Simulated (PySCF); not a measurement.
PySCF input for ClF₃H₂OSi₂, SMILES F[Si](F)(F)O[SiH2]Cl, TDA-PBE/def2-SVPD. Geometry optimised at PBE0-D3(BJ)/def2-SVP. The structure was generated by enumeration, and PubChem lists no compound with its InChIKey, so it may never have been made. The values are those of a single conformer.

```python
import numpy as np
from pyscf import gto, scf, dft, tdscf

mol = gto.M(
    atom='''
    Si    1.07565235   -0.67190444    0.47504666
    F     1.50005990   -1.82154259    1.49065128
    F     1.70056816   -1.01005114   -0.94988255
    F     1.70529506    0.70240404    0.97994652
    O    -0.53264655   -0.58037064    0.40179130
    Si   -1.88096679    0.30411454    0.00950811
    Cl   -1.37516611    1.67968184   -1.43298889
    H    -2.89171974   -0.62803164   -0.53866193
    H    -2.34819009    1.02817151    1.21493894
    ''',
    basis='def2-SVPD',
    charge=0,
    spin=0,
    max_memory=1600,
    verbose=4,
)
mf = dft.RKS(mol, xc='pbe').density_fit(auxbasis='def2-universal-jkfit')
mf.grids.level = 3
mf.conv_tol = 1e-9
mf.max_cycle = 100
mf.kernel()
mf.grids = dft.Grids(mol).set(level=1).build(with_non0tab=True)  # coarser grid for the response kernel
td = tdscf.TDA(mf)
td.singlet = True
td.nstates = 10
td.conv_tol = 1e-4
td.positive_eig_threshold = 1e-6
td.kernel(x0=td.get_init_guess(mf, 15))
td.analyze()
tt = tdscf.TDA(mf)
tt.singlet = False
tt.nstates = 4
tt.conv_tol = 1e-4
tt.positive_eig_threshold = 1e-6
tt.kernel(x0=tt.get_init_guess(mf, 9))
tt.analyze(verbose=3)
```

Program output:

```
PySCF version 2.14.0

[INPUT] verbose = 4
[INPUT] num. atoms = 9
[INPUT] num. electrons = 82
[INPUT] charge = 0
[INPUT] spin (= nelec alpha-beta = 2S) = 0
[INPUT] symmetry False subgroup None
[INPUT] Mole.unit = angstrom
[INPUT] Symbol           X                Y                Z      unit          X                Y                Z       unit  Magmom
[INPUT]  1 Si     1.075652350000  -0.671904440000   0.475046660000 AA    2.032688346745  -1.269715373479   0.897708083789 Bohr   0.0
[INPUT]  2 F      1.500059900000  -1.821542590000   1.490651280000 AA    2.834702381442  -3.442216619331   2.816922666432 Bohr   0.0
[INPUT]  3 F      1.700568160000  -1.010051140000  -0.949882550000 AA    3.213608078556  -1.908720026405  -1.795017870003 Bohr   0.0
[INPUT]  4 F      1.705295060000   0.702404040000   0.979946520000 AA    3.222540624974   1.327351264388   1.851830539521 Bohr   0.0
[INPUT]  5 O     -0.532646550000  -0.580370640000   0.401791300000 AA   -1.006556100694  -1.096741560339   0.759275516233 Bohr   0.0
[INPUT]  6 Si    -1.880966790000   0.304114540000   0.009508110000 AA   -3.554512082502   0.574693191098   0.017967723862 Bohr   0.0
[INPUT]  7 Cl    -1.375166110000   1.679681840000  -1.432988890000 AA   -2.598687323684   3.174138654006  -2.707956541644 Bohr   0.0
[INPUT]  8 H     -2.891719740000  -0.628031640000  -0.538661930000 AA   -5.464558337598  -1.186807797161  -1.017923521430 Bohr   0.0
[INPUT]  9 H     -2.348190090000   1.028171510000   1.214938940000 AA   -4.437436158518   1.942962562981   2.295901854669 Bohr   0.0

nuclear repulsion = 576.240169537564
number of shells = 75
number of NR pGTOs = 281
number of NR cGTOs = 183
basis = def2-SVPD
ecp = {}


[settings echo left out]
init E= -1414.64395146105
  HOMO = -0.328990571950476  LUMO = -0.0694514113164635  gap/eV = 7.06242
cycle= 1 E= -1413.82440582432  delta_E= 0.82  |g|=  1.1  |ddm|= 5.95
  HOMO = -0.200933675540518  LUMO = -0.0402117303376097  gap/eV = 4.37347
cycle= 2 E= -1413.1918482942  delta_E= 0.633  |g|= 2.16  |ddm|= 3.74
  HOMO = -0.286280134811367  LUMO = -0.0557678065545049  gap/eV = 6.27256
cycle= 3 E= -1414.02973320573  delta_E= -0.838  |g|= 0.202  |ddm|= 2.22
  HOMO = -0.294995526973575  LUMO = -0.0488604714007517  gap/eV = 6.69768
cycle= 4 E= -1414.0367504466  delta_E= -0.00702  |g|= 0.111  |ddm|= 0.439
  HOMO = -0.297350116277888  LUMO = -0.0494529864602846  gap/eV = 6.74562
cycle= 5 E= -1414.03889401263  delta_E= -0.00214  |g|= 0.0202  |ddm|= 0.12
  HOMO = -0.295431432055633  LUMO = -0.0499098636202402  gap/eV = 6.68098
cycle= 6 E= -1414.03897801552  delta_E= -8.4e-05  |g|= 0.00555  |ddm|= 0.0385
  HOMO = -0.295683768004417  LUMO = -0.0498911108575109  gap/eV = 6.68836
cycle= 7 E= -1414.03898608205  delta_E= -8.07e-06  |g|= 0.00161  |ddm|= 0.0105
  HOMO = -0.295660913470923  LUMO = -0.049918594282961  gap/eV = 6.68699
cycle= 8 E= -1414.03898676101  delta_E= -6.79e-07  |g|= 0.000365  |ddm|= 0.00361
  HOMO = -0.295636774359319  LUMO = -0.0499076920369004  gap/eV = 6.68663
cycle= 9 E= -1414.0389867941  delta_E= -3.31e-08  |g|= 0.000107  |ddm|= 0.000822
  HOMO = -0.29564400404717  LUMO = -0.0499120917161466  gap/eV = 6.68671
cycle= 10 E= -1414.03898679573  delta_E= -1.62e-09  |g|= 5.8e-05  |ddm|= 0.000134
  HOMO = -0.295647765078337  LUMO = -0.0499145736749411  gap/eV = 6.68674
cycle= 11 E= -1414.03898679623  delta_E= -5.02e-10  |g|= 2.1e-05  |ddm|= 7.7e-05
  HOMO = -0.295643933775829  LUMO = -0.0499120723505859  gap/eV = 6.68670
Extra cycle  E= -1414.0389867961  delta_E= 1.33e-10  |g|= 3.46e-05  |ddm|= 6.28e-05
converged SCF energy = -1414.0389867961
tot grids = 45168
Overwritten attributes  positive_eig_threshold  of <class 'pyscf.tdscf.rks.TDA'>


******** <class 'pyscf.tdscf.rks.TDA'> for <class 'pyscf.df.df_jk.DFRKS'> ********
nstates = 10 singlet
deg_eia_thresh = 1.000e-03
wfnsym = None
conv_tol = 0.0001
eigh lindep = 1e-12
eigh level_shift = 0
eigh max_cycle = 100


Excitation energies (eV)
[6.74166621 7.17434093 7.337444   7.69443836 7.73592923 7.79690128
 7.95667305 8.11311764 8.12359059 8.26043593]

** Singlet excitation energies and oscillator strengths **
Excited State   1:      6.74167 eV    183.91 nm  f=0.0002
      41 -> 42        0.70435
Excited State   2:      7.17434 eV    172.82 nm  f=0.0141
      41 -> 43       -0.69984
Excited State   3:      7.33744 eV    168.97 nm  f=0.0349
      40 -> 42        0.68810
Excited State   4:      7.69444 eV    161.13 nm  f=0.0367
      39 -> 42       -0.13390
      40 -> 43        0.68677
Excited State   5:      7.73593 eV    160.27 nm  f=0.0031
      39 -> 42       -0.66581
      40 -> 43       -0.12770
      41 -> 44       -0.19095
Excited State   6:      7.79690 eV    159.02 nm  f=0.0010
      39 -> 42        0.18248
      41 -> 44       -0.67258
      41 -> 45        0.10235
Excited State   7:      7.95667 eV    155.82 nm  f=0.0243
      41 -> 45       -0.67635
Excited State   8:      8.11312 eV    152.82 nm  f=0.0072
      39 -> 43        0.69671
Excited State   9:      8.12359 eV    152.62 nm  f=0.0141
      38 -> 42       -0.69472
      40 -> 45        0.10304
Excited State  10:      8.26044 eV    150.09 nm  f=0.0057
      40 -> 44       -0.29965
      40 -> 45       -0.63238

** Transition electric dipole moments (AU) **
state          X           Y           Z        Dip. S.      Osc.
  1         0.0082      0.0267      0.0215      0.0012      0.0002
  2         0.0670      0.1830      0.2059      0.0804      0.0141
  3         0.1632     -0.3071      0.2705      0.1941      0.0349
  4        -0.4334      0.0820      0.0172      0.1949      0.0367
  5         0.1167     -0.0499     -0.0205      0.0165      0.0031
  6        -0.0583      0.0372      0.0264      0.0055      0.0010
  7         0.0740      0.2334      0.2544      0.1247      0.0243
  8         0.0154      0.1776      0.0677      0.0364      0.0072
  9        -0.2623      0.0270      0.0364      0.0709      0.0141
 10        -0.1085      0.1125     -0.0600      0.0280      0.0057

** Transition velocity dipole moments (imaginary part, AU) **
state          X           Y           Z        Dip. S.      Osc.
  1         0.0022      0.0053      0.0056      0.0001      0.0002
  2         0.0177      0.0509      0.0571      0.0062      0.0156
  3         0.0546     -0.0486      0.0374      0.0067      0.0167
  4        -0.1185      0.0372     -0.0112      0.0155      0.0366
  5         0.0299     -0.0117     -0.0012      0.0010      0.0024
  6        -0.0104      0.0233      0.0214      0.0011      0.0026
  7         0.0188      0.0605      0.0647      0.0082      0.0187
  8         0.0066      0.0452      0.0214      0.0025      0.0057
  9        -0.0754      0.0014      0.0141      0.0059      0.0131
 10        -0.0218      0.0277     -0.0159      0.0015      0.0033

** Transition magnetic dipole moments (imaginary part, AU) **
state          X           Y           Z
  1         0.1604      0.4987     -0.4721
  2        -1.1479      0.2284      0.0955
  3        -0.0098     -0.0609     -0.0989
  4        -0.1503     -0.3027     -0.1505
  5        -0.3289     -0.1727      0.2459
  6         0.4377      0.3093     -0.4225
  7         0.5673     -0.7798      0.5582
  8         0.1633     -0.1867      0.3289
  9         0.1004      0.3072      0.5092
 10        -0.0273     -0.0966     -0.0687


******** <class 'pyscf.tdscf.rks.TDA'> for <class 'pyscf.df.df_jk.DFRKS'> ********
nstates = 4 triplet
deg_eia_thresh = 1.000e-03
wfnsym = None
conv_tol = 0.0001
eigh lindep = 1e-12
eigh level_shift = 0
eigh max_cycle = 100


Excitation energies (eV)
[6.55754563 6.80470412 7.00618214 7.27421737]

** Triplet excitation energies and oscillator strengths **
Excited State   1:      6.55755 eV    189.07 nm  f=0.0000
Excited State   2:      6.80470 eV    182.20 nm  f=0.0000
Excited State   3:      7.00618 eV    176.96 nm  f=0.0000
Excited State   4:      7.27422 eV    170.44 nm  f=0.0000
```

The calculation finished and met its thresholds.

Cost: roughly 80 core-seconds.
